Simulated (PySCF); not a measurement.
PySCF input file for Te(Cl)4 cation (Cl₄Te), SMILES Cl[Te](Cl)(Cl)Cl (connectivity only; charge and spin as stated), charge +1, multiplicity 2, TDA-PBE0/def2-SVPD. Geometry: PBE-D3(BJ)/def2-SVP. The spin state was assumed, not searched. The isomer is the one that the SMILES or the coordinates give; other isomers of the formula were not compared. The def2 effective core potentials stand for the cores of Te; spin–orbit coupling is left out.

```python
import numpy as np
from pyscf import gto, scf, dft, tdscf

mol = gto.M(
    atom='''
    Te   -0.00000000   -0.00000000   -0.00000000
    Cl    1.37360166    1.37360166   -1.37360166
    Cl   -1.37360166    1.37360166    1.37360166
    Cl   -1.37360166   -1.37360166   -1.37360166
    Cl    1.37360167   -1.37360166    1.37360166
    ''',
    basis='def2-SVPD',
    ecp={'Te': 'def2-svp'},
    charge=1,
    spin=1,
    max_memory=1600,
    verbose=4,
)
mf = dft.UKS(mol, xc='pbe0').density_fit(auxbasis='def2-universal-jkfit')
mf.grids.level = 3
mf.conv_tol = 1e-9
mf.max_cycle = 100
mf.kernel()
fine, coarse = mf.grids, dft.Grids(mol).set(level=1).build(with_non0tab=True)
for _ in range(3):  # follow internal instabilities
    mf.grids = coarse
    mo, _, stable, _ = mf.stability(return_status=True, nroots=4)
    mf.grids = fine
    if stable:
        break
    mf.kernel(mf.make_rdm1(mo, mf.mo_occ))
mf.grids = dft.Grids(mol).set(level=1).build(with_non0tab=True)  # coarser grid for the response kernel
td = tdscf.TDA(mf)
td.nstates = 10
td.conv_tol = 1e-4
td.positive_eig_threshold = 1e-6
td.kernel(x0=td.get_init_guess(mf, 15))
td.analyze(verbose=3)
```

Log of the run:

```
PySCF version 2.14.0

[INPUT] verbose = 4
[INPUT] num. atoms = 5
[INPUT] num. electrons = 91
[INPUT] charge = 1
[INPUT] spin (= nelec alpha-beta = 2S) = 1
[INPUT] symmetry False subgroup None
[INPUT] Mole.unit = angstrom
[INPUT] Symbol           X                Y                Z      unit          X                Y                Z       unit  Magmom
[INPUT]  1 Te     0.000000000000   0.000000000000   0.000000000000 AA    0.000000000000   0.000000000000   0.000000000000 Bohr   0.0
[INPUT]  2 Cl     1.373601660000   1.373601660000  -1.373601660000 AA    2.595730941648   2.595730941648  -2.595730941648 Bohr   0.0
[INPUT]  3 Cl    -1.373601660000   1.373601660000   1.373601660000 AA   -2.595730941648   2.595730941648   2.595730941648 Bohr   0.0
[INPUT]  4 Cl    -1.373601660000  -1.373601660000  -1.373601660000 AA   -2.595730941648  -2.595730941648  -2.595730941648 Bohr   0.0
[INPUT]  5 Cl     1.373601670000  -1.373601660000   1.373601660000 AA    2.595730960545  -2.595730941648   2.595730941648 Bohr   0.0

nuclear repulsion = 599.175050352191
number of shells = 57
number of NR pGTOs = 250
number of NR cGTOs = 143
basis = def2-SVPD
ecp = {'Te': 'def2-svp'}


[settings echo left out]
init E= -2079.8920198712
  alpha nocc = 46  HOMO = -0.706147195644429  LUMO = -0.663075208300653
  beta  nocc = 45  HOMO = -0.71973687833635  LUMO = -0.706147195644427

WARN: HOMO -0.706147195644429 >= LUMO -0.706147195644427

cycle= 1 E= -2104.45849269418  delta_E= -24.6  |g|= 2.42  |ddm|= 6.73
  alpha nocc = 46  HOMO = -0.113091424436597  LUMO = -0.0876029324066349
  beta  nocc = 45  HOMO = -0.457322301179137  LUMO = -0.109914271560483
  HOMO = -0.113091424437  LUMO = -0.10991427156  gap/eV = 0.08645
cycle= 2 E= -2101.7003141615  delta_E= 2.76  |g|= 2.98  |ddm|= 15.9
  alpha nocc = 46  HOMO = -0.490366507272853  LUMO = -0.342025117586321
  beta  nocc = 45  HOMO = -0.567678860163731  LUMO = -0.448566090780119
  HOMO = -0.490366507273  LUMO = -0.44856609078  gap/eV = 1.13745
cycle= 3 E= -2107.31308877361  delta_E= -5.61  |g|= 0.235  |ddm|=   15
  alpha nocc = 46  HOMO = -0.488621898388303  LUMO = -0.309001560578797
  beta  nocc = 45  HOMO = -0.543266773923068  LUMO = -0.416923293140179
  HOMO = -0.488621898388  LUMO = -0.41692329314  gap/eV = 1.95102
cycle= 4 E= -2107.33799501817  delta_E= -0.0249  |g|= 0.128  |ddm|= 0.44
  alpha nocc = 46  HOMO = -0.497477194789596  LUMO = -0.316214764727896
  beta  nocc = 45  HOMO = -0.552276104461628  LUMO = -0.420803306271814
  HOMO = -0.49747719479  LUMO = -0.420803306272  gap/eV = 2.08640
cycle= 5 E= -2107.34663851243  delta_E= -0.00864  |g|= 0.00923  |ddm|= 0.154
  alpha nocc = 46  HOMO = -0.495510767450241  LUMO = -0.312959727793129
  beta  nocc = 45  HOMO = -0.550587762087497  LUMO = -0.417016634979653
  HOMO = -0.49551076745  LUMO = -0.41701663498  gap/eV = 2.13593
cycle= 6 E= -2107.34672580586  delta_E= -8.73e-05  |g|= 0.00286  |ddm|= 0.0235
  alpha nocc = 46  HOMO = -0.496385500456221  LUMO = -0.313513847131675
  beta  nocc = 45  HOMO = -0.550940925107835  LUMO = -0.416980400438881
  HOMO = -0.496385500456  LUMO = -0.416980400439  gap/eV = 2.16072
cycle= 7 E= -2107.34673803165  delta_E= -1.22e-05  |g|= 0.000726  |ddm|= 0.00759
  alpha nocc = 46  HOMO = -0.496520564603955  LUMO = -0.313570944261148
  beta  nocc = 45  HOMO = -0.550865953645914  LUMO = -0.416771934688605
  HOMO = -0.496520564604  LUMO = -0.416771934689  gap/eV = 2.17007
cycle= 8 E= -2107.34673916089  delta_E= -1.13e-06  |g|= 0.000502  |ddm|= 0.00332
  alpha nocc = 46  HOMO = -0.496561092748145  LUMO = -0.313572802914783
  beta  nocc = 45  HOMO = -0.550906208893258  LUMO = -0.416779580562952
  HOMO = -0.496561092748  LUMO = -0.416779580563  gap/eV = 2.17097
cycle= 9 E= -2107.34673932239  delta_E= -1.62e-07  |g|= 0.000119  |ddm|= 0.000615
  alpha nocc = 46  HOMO = -0.496558925139368  LUMO = -0.313559753384517
  beta  nocc = 45  HOMO = -0.550897999389634  LUMO = -0.4167598883542
  HOMO = -0.496558925139  LUMO = -0.416759888354  gap/eV = 2.17144
cycle= 10 E= -2107.34673933536  delta_E= -1.3e-08  |g|= 1.28e-05  |ddm|= 0.000277
  alpha nocc = 46  HOMO = -0.496561004635325  LUMO = -0.313562194191401
  beta  nocc = 45  HOMO = -0.550898096058828  LUMO = -0.416760546964014
  HOMO = -0.496561004635  LUMO = -0.416760546964  gap/eV = 2.17148
cycle= 11 E= -2107.34673933554  delta_E= -1.74e-10  |g|= 8.98e-07  |ddm|= 3.53e-05
  alpha nocc = 46  HOMO = -0.496560777526703  LUMO = -0.313561990996105
  beta  nocc = 45  HOMO = -0.550897873553526  LUMO = -0.41676027318038
  HOMO = -0.496560777527  LUMO = -0.41676027318  gap/eV = 2.17148
Extra cycle  E= -2107.34673933553  delta_E= 4.09e-12  |g|= 3.93e-07  |ddm|= 2.97e-06
converged SCF energy = -2107.34673933553  <S^2> = 0.76658824  2S+1 = 2.01652
tot grids = 33296
uhf_internal: lowest eigs of H = [0.14155307 0.16189416 0.16191568 0.16192253]
<class 'pyscf.df.df_jk.DFUKS'> wavefunction is stable in the internal stability analysis
tot grids = 33296
Overwritten attributes  positive_eig_threshold  of <class 'pyscf.tdscf.uks.TDA'>


******** <class 'pyscf.tdscf.uks.TDA'> for <class 'pyscf.df.df_jk.DFUKS'> ********
nstates = 10
deg_eia_thresh = 1.000e-03
wfnsym = None
conv_tol = 0.0001
eigh lindep = 1e-12
eigh level_shift = 0
eigh max_cycle = 100


Excitation energies (eV)
[2.05978021 2.05978051 2.05978072 2.45529191 2.45529203 2.4552921
 2.54804305 2.54804305 3.27742085 3.27742097]

** Excitation energies and oscillator strengths **
Excited State   1:      2.05978 eV    601.93 nm  f=0.0000
Excited State   2:      2.05978 eV    601.93 nm  f=0.0000
Excited State   3:      2.05978 eV    601.93 nm  f=0.0000
Excited State   4:      2.45529 eV    504.97 nm  f=0.0054
Excited State   5:      2.45529 eV    504.97 nm  f=0.0054
Excited State   6:      2.45529 eV    504.97 nm  f=0.0054
Excited State   7:      2.54804 eV    486.59 nm  f=0.0000
Excited State   8:      2.54804 eV    486.59 nm  f=0.0000
Excited State   9:      3.27742 eV    378.30 nm  f=0.0259
Excited State  10:      3.27742 eV    378.30 nm  f=0.0259
```

The run converged.
